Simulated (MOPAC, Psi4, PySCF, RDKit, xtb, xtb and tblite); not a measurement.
Two geometries of SMILES C=Cc1ccccc1B(O)O (C8H9BO2), relaxed at GFN2-xTB with one dihedral held; other torsions can differ between them too.

Structure A

```
20

C     -1.2356    -0.2408    -2.8202
C     -0.9873    -0.6028    -1.5680
C     -0.4150     0.2649    -0.5403
C     -0.6115     1.6444    -0.6015
C     -0.0726     2.4913     0.3463
C      0.6831     1.9667     1.3806
C      0.8838     0.6007     1.4501
C      0.3453    -0.2810     0.5112
B      0.6327    -1.8291     0.7203
O      1.7795    -2.2661     1.3162
O     -0.2695    -2.7755     0.3803
H     -1.6558    -0.9315    -3.5315
H     -1.0183     0.7462    -3.1945
H     -1.1846    -1.6156    -1.2519
H     -1.2177     2.0542    -1.3955
H     -0.2450     3.5561     0.2835
H      1.1078     2.6165     2.1320
H      1.4597     0.2036     2.2770
H      2.4202    -1.5958     1.5473
H      0.0127    -3.6637     0.6049
```

Structure B

```
20

C      1.6406    -0.3804    -2.5636
C      0.5475    -0.5404    -1.8297
C      0.1834     0.2964    -0.6824
C      0.4274     1.6674    -0.7284
C      0.0584     2.4911     0.3173
C     -0.5723     1.9518     1.4261
C     -0.8166     0.5921     1.4801
C     -0.4453    -0.2635     0.4440
B     -0.6768    -1.8193     0.6357
O      0.1393    -2.7852     0.1262
O     -1.7194    -2.2196     1.3949
H      1.8571    -1.0143    -3.4070
H      2.3671     0.3845    -2.3440
H     -0.1503    -1.3338    -2.0686
H      0.8904     2.0898    -1.6085
H      0.2528     3.5526     0.2631
H     -0.8739     2.5903     2.2435
H     -1.3078     0.1650     2.3414
H      0.8800    -2.4811    -0.3970
H     -1.7798    -3.1707     1.4945
```

Task: Which is lower in energy at the level B3LYP-D3(BJ)/def2-SVP // GFN2-xTB in Psi4, and by how much?

Result: B is lower, by 1.53 kcal/mol (dihedral C3–C8–B9–O10: 150° in A, 30° in B).

E(B) − E(A) in kcal/mol at the other levels, on the same two geometries: GFN2-xTB (xtb and tblite) -0.55; B3LYP/def2-SVP // GFN2-xTB (Psi4) -1.26; PBE/def2-SVP // GFN2-xTB (Psi4) -1.33; PBE-D3(BJ)/def2-SVP // GFN2-xTB (Psi4) -1.50; UFF // GFN2-xTB (RDKit) -2.00; PM6, restricted, heats of formation // GFN2-xTB (MOPAC) -0.78; PM3, restricted, heats of formation // GFN2-xTB (MOPAC) -1.60; GFN1-xTB // GFN2-xTB (xtb) -0.68; restricted B3LYP/6-31G*, spherical d, density fitting // GFN2-xTB (PySCF) -1.55; restricted Hartree-Fock/LANL2DZ, density fitting // GFN2-xTB (PySCF) -0.95; restricted MP2 (frozen core)/3-21G // GFN2-xTB (PySCF) -1.74; restricted B3LYP/6-311+G**, spherical d, density fitting // GFN2-xTB (PySCF) -1.20.
